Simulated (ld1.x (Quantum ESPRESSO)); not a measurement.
**Ga (Z = 31) TM: all-electron and pseudo phase curves**

```
Element                 : gallium (Ga)
Generator               : ld1.x (Quantum ESPRESSO) 7.5
Type                    : norm-conserving Troullier–Martins (Kleinman–Bylander form)
Functional              : PW91
Relativity              : scalar-relativistic
Frozen core             : [Ar] 3d10
Valence charge          : 3
Reference configuration : 4s2 4p1
Partial waves           : 4s (bound): rc 1.95 bohr; 4p (bound): rc 2.90 bohr
Local potential         : the p channel
Core correction         : a·sin(br)/r model core inside 1.25 bohr
```

The phase is arctan(r·u′/u) with u = r·R(r), unwrapped; energies in Ry, scanned from -3 to 5 Ry. A pole is an energy at which the radial function vanishes at the test radius. The pseudo phase is shifted by a multiple of π to meet the all-electron one at the reference energy, and phase errors are pseudo minus all-electron; the curves can meet again beyond the range given. Levels narrower than the energy grid can be missing from the lists of poles.

```
channel  radius (bohr)  reference energy (Ry)  poles, all-electron  poles, pseudo  unbroken range about the reference energy with phases within 0.05 rad  phase error 1 Ry above the reference energy (rad)
      s           3.15                  -0.66          -0.20, 4.51          -0.20                                                              below 1.4                                             +0.002
      p           3.15                  -0.19                 0.67     0.65, 4.75                                                              below 1.8                                             -0.007
```

Phases in the s channel:

```
E (Ry)  all-electron  pseudo
 -3.00         1.362   1.361
 -2.52         1.333   1.333
 -2.04         1.288   1.288
 -1.56         1.195   1.195
 -1.08         0.840   0.840
 -0.60        -1.197  -1.197
 -0.12        -1.602  -1.602
  0.36        -1.736  -1.735
  0.84        -1.866  -1.859
  1.32        -2.115  -2.082
  1.80        -3.011  -2.803
  2.28        -4.153  -4.018
  2.76        -4.460  -4.400
  3.24        -4.579  -4.539
  3.72        -4.644  -4.611
  4.20        -4.689  -4.657
  4.68        -4.724  -4.690
```
